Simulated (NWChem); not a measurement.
Everything below was run with NWChem. System: C2H5FSi, charge 0, spin multiplicity 1, at a geometry optimised with PBE0/def2-SVP. The structure started from a generated list of species. Level: M06-2X/def2-TZVP.

The NWChem input:

```
start mol
memory heap 200 mb stack 800 mb global 1000 mb
geometry units angstroms nocenter noautoz
  C      0.926218     1.472137     0.000000
  C     -0.028335     0.542196     0.000000
  F     -1.321367     0.917747     0.000000
  Si     0.215611    -1.329527     0.000000
  H      1.977111     1.179545     0.000000
  H      0.675071     2.536823     0.000000
  H      1.680392    -1.610069     0.000000
  H     -0.423058    -1.919321    -1.212944
  H     -0.423058    -1.919321     1.212944
  symmetry group Cs
end
basis spherical
  * library def2-tzvp
end
dft
  xc m06-2x
  semidirect memsize 60000000 filesize 0
  iterations 100
  grid fine
end
task dft energy
```

Output (cleaned and shortened):

```
             Northwest Computational Chemistry Package (NWChem) 7.3.0
             --------------------------------------------------------

                                NWChem Input Module
                                -------------------

 Scaling coordinates for geometry "geometry" by  1.889725989
 (inverse scale =  0.529177249)

 Turning off AUTOSYM since
 SYMMETRY directive was detected!

                             Geometry "geometry" -> ""
                             -------------------------

 Output coordinates in angstroms (scale by  1.889725989 to convert to a.u.)

  No.       Tag          Charge          X              Y              Z
 ---- ---------------- ---------- -------------- -------------- --------------
    1 C                    6.0000     0.92621800     1.47213700     0.00000000
    2 C                    6.0000    -0.02833500     0.54219600     0.00000000
    3 F                    9.0000    -1.32136700     0.91774700     0.00000000
    4 Si                  14.0000     0.21561100    -1.32952700     0.00000000
    5 H                    1.0000     1.97711100     1.17954500     0.00000000
    6 H                    1.0000     0.67507100     2.53682300     0.00000000
    7 H                    1.0000     1.68039200    -1.61006900     0.00000000
    8 H                    1.0000    -0.42305800    -1.91932100    -1.21294400
    9 H                    1.0000    -0.42305800    -1.91932100     1.21294400

 Effective nuclear repulsion energy (a.u.)     154.6115565640

            Nuclear Dipole moment (a.u.)
            ----------------------------
        X                 Y               Z
 ---------------- ---------------- ----------------
     0.0000132281     0.0000000000     0.0000000000

      Symmetry information
      --------------------

 Group name             Cs
 Group number              2
 Group order               2
 No. of unique centers     8

      Symmetry unique atoms

     1    2    3    4    5    6    7    8


 Summary of "ao basis" -> "" (spherical)
 ------------------------------------------------------------------------------
       Tag                 Description            Shells   Functions and Types
 ---------------- ------------------------------  ------  ---------------------
 *                         def2-tzvp                  on all atoms

                                 NWChem DFT Module
                                 -----------------

 Summary of "ao basis" -> "ao basis" (spherical)
 ------------------------------------------------------------------------------
       Tag                 Description            Shells   Functions and Types
 ---------------- ------------------------------  ------  ---------------------
 C                         def2-tzvp                11       31   5s3p2d1f
 F                         def2-tzvp                11       31   5s3p2d1f
 Si                        def2-tzvp                13       37   5s5p2d1f
 H                         def2-tzvp                 4        6   3s1p

 Summary of "ao basis" -> "ao basis" (spherical)
 ------------------------------------------------------------------------------
       Tag                 Description            Shells   Functions and Types
 ---------------- ------------------------------  ------  ---------------------
 C                         def2-tzvp                11       31   5s3p2d1f
 F                         def2-tzvp                11       31   5s3p2d1f
 Si                        def2-tzvp                13       37   5s5p2d1f
[...]
 d= 0,ls=0.0,diis     3   -468.4955036985 -2.99D-02  7.82D-04  6.07D-02    14.3
 d= 0,ls=0.0,diis     4   -468.5010225779 -5.52D-03  1.50D-04  5.38D-04    16.5
 d= 0,ls=0.0,diis     5   -468.5010708115 -4.82D-05  5.79D-05  2.37D-04    18.6
  Resetting Diis
 d= 0,ls=0.0,diis     6   -468.5010951021 -2.43D-05  1.73D-05  1.74D-05    20.8
 d= 0,ls=0.0,diis     7   -468.5010971174 -2.02D-06  3.78D-06  4.73D-07    22.9
 d= 0,ls=0.0,diis     8   -468.5010971448 -2.75D-08  1.65D-06  2.69D-07    25.1

         Total DFT energy =     -468.501097144835
      One electron energy =     -953.249175091624
           Coulomb energy =      374.110241368600
    Exchange-Corr. energy =      -43.973719985819
 Nuclear repulsion energy =      154.611556564007

 Numeric. integr. density =       40.000002659966

     Total iterative time =     23.7s

                  Occupations of the irreducible representations
                  ----------------------------------------------

                     irrep           alpha         beta
                     --------     --------     --------
                     a'               16.0         16.0
                     a"                4.0          4.0

                       DFT Final Molecular Orbital Analysis
                       ------------------------------------

 Vector   18  Occ=2.000000D+00  E=-4.140414D-01  Symmetry=a'
              MO Center=  7.6D-01, -1.5D+00,  4.8D-14, r^2= 2.4D+00
   Bfn.  Coefficient  Atom+Function         Bfn.  Coefficient  Atom+Function
  ----- ------------  ---------------      ----- ------------  ---------------
   108      0.308524  4 Si px               144      0.259927  7 H  s
   145      0.169636  7 H  s                143      0.164645  7 H  s
    99     -0.123360  4 Si px               105      0.123380  4 Si px
   150     -0.123417  8 H  s                156     -0.123417  9 H  s
   111      0.087122  4 Si px               149     -0.077580  8 H  s

 Vector   19  Occ=2.000000D+00  E=-3.939084D-01  Symmetry=a'
              MO Center= -4.1D-02,  8.1D-02,  5.7D-15, r^2= 2.9D+00
   Bfn.  Coefficient  Atom+Function         Bfn.  Coefficient  Atom+Function
  ----- ------------  ---------------      ----- ------------  ---------------
    38      0.278433  2 C  py               109     -0.258042  4 Si py
    41      0.234424  2 C  py                69     -0.224928  3 F  py
    72     -0.185236  3 F  py                 7     -0.162181  1 C  py
    75     -0.147642  3 F  py                36     -0.117444  2 C  s
   138     -0.112354  6 H  s                100      0.106509  4 Si py

 Vector   20  Occ=2.000000D+00  E=-3.309171D-01  Symmetry=a"
              MO Center=  3.3D-01,  8.5D-01, -1.6D-15, r^2= 2.3D+00
   Bfn.  Coefficient  Atom+Function         Bfn.  Coefficient  Atom+Function
  ----- ------------  ---------------      ----- ------------  ---------------
     8      0.287878  1 C  pz                11      0.264936  1 C  pz
    39      0.253850  2 C  pz                42      0.240032  2 C  pz
    14      0.183809  1 C  pz                70     -0.180371  3 F  pz
    73     -0.147787  3 F  pz                76     -0.134400  3 F  pz
    45      0.095240  2 C  pz               151      0.065826  8 H  s

 Vector   21  Occ=0.000000D+00  E= 1.879891D-02  Symmetry=a"
              MO Center=  4.3D-01,  5.8D-01,  4.0D-16, r^2= 3.5D+00
   Bfn.  Coefficient  Atom+Function         Bfn.  Coefficient  Atom+Function
  ----- ------------  ---------------      ----- ------------  ---------------
    14      0.572061  1 C  pz                45     -0.431679  2 C  pz
   151     -0.360714  8 H  s                157      0.360714  9 H  s
   113     -0.346622  4 Si pz                 8      0.265197  1 C  pz
    39     -0.255952  2 C  pz                42     -0.255743  2 C  pz
    11      0.236514  1 C  pz                76      0.148414  3 F  pz

 Vector   22  Occ=0.000000D+00  E= 4.723316D-02  Symmetry=a'
              MO Center=  3.0D-01, -1.7D+00,  4.7D-15, r^2= 5.3D+00
   Bfn.  Coefficient  Atom+Function         Bfn.  Coefficient  Atom+Function
  ----- ------------  ---------------      ----- ------------  ---------------
   112     -1.830560  4 Si py                36      1.732825  2 C  s
    98     -1.118862  4 Si s                 44     -1.060212  2 C  py
   145     -0.614552  7 H  s                111      0.535590  4 Si px
     5      0.394084  1 C  s                109     -0.393926  4 Si py
   133     -0.350058  5 H  s                 41     -0.249022  2 C  py

 Vector   23  Occ=0.000000D+00  E= 7.064809D-02  Symmetry=a'
              MO Center= -4.6D-02, -1.2D+00, -9.1D-14, r^2= 4.8D+00
   Bfn.  Coefficient  Atom+Function         Bfn.  Coefficient  Atom+Function
  ----- ------------  ---------------      ----- ------------  ---------------
   111      1.514886  4 Si px               145     -1.246155  7 H  s
   151      0.786263  8 H  s                157      0.786263  9 H  s
   112      0.739187  4 Si py                36     -0.463646  2 C  s
   133     -0.331787  5 H  s                 98      0.227335  4 Si s
   139      0.212064  6 H  s                 35     -0.204100  2 C  s

 center of mass
 --------------
 x =  -0.11891548 y =   0.06627048 z =   0.00000000

 moments of inertia (a.u.)
 ------------------
         413.481542638292          41.877921396545           0.000000000000
          41.877921396545         196.573143034627           0.000000000000
           0.000000000000           0.000000000000         588.874766853717

     Multipole analysis of the density
     ---------------------------------

     L   x y z        total         alpha         beta         nuclear
     -   - - -        -----         -----         ----         -------
     0   0 0 0      0.000000    -20.000000    -20.000000     40.000000

     1   1 0 0      0.531427      0.265707      0.265707      0.000013
     1   0 1 0     -0.119168     -0.059584     -0.059584      0.000000
     1   0 0 1     -0.000000     -0.000000     -0.000000      0.000000

     2   2 0 0    -24.318476    -64.052852    -64.052852    103.787229
     2   1 1 0      1.219152      7.529203      7.529203    -13.839254
     2   1 0 1     -0.000000     -0.000000     -0.000000      0.000000
     2   0 2 0    -22.643627   -127.168949   -127.168949    231.694272
     2   0 1 1     -0.000000     -0.000000     -0.000000      0.000000
     2   0 0 2    -24.956683    -17.732209    -17.732209     10.507736

 Task  times  cpu:       25.2s     wall:       25.2s

 Total times  cpu:       25.2s     wall:       25.2s
```
